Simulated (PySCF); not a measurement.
CH₅ClFNOSi, SMILES CO[Si](N)(F)Cl. Atoms are numbered in the order given.

```xyz
11

C     -1.9727    -0.4132    -1.3336
O     -1.1779     0.5827    -0.7200
Si     0.2955     0.3223    -0.0557
N      1.4132    -0.2475    -1.2046
F      0.6845     1.7414     0.6091
Cl     0.2267    -1.0641     1.4691
H     -1.4120    -0.9548    -2.1155
H     -2.3318    -1.1477    -0.5919
H     -2.8442     0.0737    -1.7956
H      2.2223    -0.7888    -0.9196
H      1.5817     0.2720    -2.0608
```

The structure is a stationary point at B3LYP-D3(BJ)/def2-SVP. This is a generated structure with no PubChem entry under its InChIKey; it may be hypothetical. Other conformers were not sampled.

The numbers are results of PBE/def2-TZVP (PySCF), not measurements.

ESP charges are fitted to the potential on shells at 1.4 to 2.0 van der Waals radii. Atomic charges (e):

```csv
atom,ESP fit,Löwdin
C1,-0.23,-0.37
O2,-0.23,0.11
Si3,…,-0.46
N4,-0.97,-0.22
F5,…,0.04
Cl6,…,0.25
H7,0.12,0.11
H8,0.10,0.11
H9,0.13,0.11
H10,…,0.17
H11,…,0.17
```

Fill in the missing entries. (An estimate is asked for; the answer gives what the named calculation found.)


- Si3, ESP fit: 0.67
- F5, ESP fit: -0.25
- Cl6, ESP fit: -0.14
- H10, ESP fit: 0.39
- H11, ESP fit: 0.42

Computed Mayer and Wiberg (Löwdin basis) orders of the bonds:
```
bond     Mayer  Wiberg
-------  -----  ------
C1–O2     0.96    1.51
O2–Si3    1.25    1.58
Si3–N4    1.24    1.56
Si3–F5    1.19    1.72
Si3–Cl6   1.14    1.79
C1–H7     0.96    0.94
C1–H8     0.96    0.94
C1–H9     0.96    0.94
N4–H10    0.91    0.94
N4–H11    0.91    0.94
```
